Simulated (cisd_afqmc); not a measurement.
Input (AFQMC/CISD/cc-pVDZ; cisd_afqmc is a phaseless AFQMC code with CISD trial states that reads the integrals written by Ansatz):

Ansatz 0.2 input:
```python
import cisd_afqmc

open("ham.yaml", "w").write("""\
crystal:
  periodic: [false, false, false]
  atoms:
    - {symbol: B, position_ang: [0.77817726, -0.09474492, -0.01515003]}
    - {symbol: N, position_ang: [-0.52344474, 0.06373063, 0.01019074]}
    - {symbol: H, position_ang: [1.93787378, -0.23594071, -0.03772771]}
    - {symbol: H, position_ang: [-0.97808876, 0.97067254, 0.12878220]}
    - {symbol: H, position_ang: [-1.18655813, -0.70712167, -0.08663953]}
basis:
  gaussian:
    orbitals: cc-pVDZ
total_charge: 1
magnetization: {spin_polarized: false}
correlation: {method: ccsd, electrons: outside_noble_gas, hamiltonian_folder: ham}
""")
rep = cisd_afqmc.ansatz("ham.yaml")
e_ccsd = rep["correlation"]["coupled_cluster"]["energy"]["hartree"]
out = cisd_afqmc.run("ham", e_ccsd, trial="CISD", walkers=200, populations=8, threads=8, dt=0.005, steps=40, early=24, settle=10, least=32,
    cut=5e-5, rank_cut=2e-4, target=0.0004, seconds=1500, seed=1, memory=17280, gpu=False)
```

Output:

```
orbitals 41, occupied [5], factors 221 of 397, rank of the doubles 95 of 180
E(HF) = -80.623646
E(CCSD) on the cut factors = -80.875293, shift to the whole factors -0.000017
Energy of the trial state on the determinant = -80.875330
  tau behind 7.2 of longer steps, mean of the populations' last blocks
   2.0  -80.88326
   4.0  -80.88317
   6.0  -80.88283
   8.0  -80.88356
blocks 263 (0 outliers left out), error by blocks joined: 1: 0.00017, 2: 0.00020, 4: 0.00024, 8: 0.00029, 16: 0.00025
E(AFQMC/CISD) = -80.88320 +/- 0.00029
```
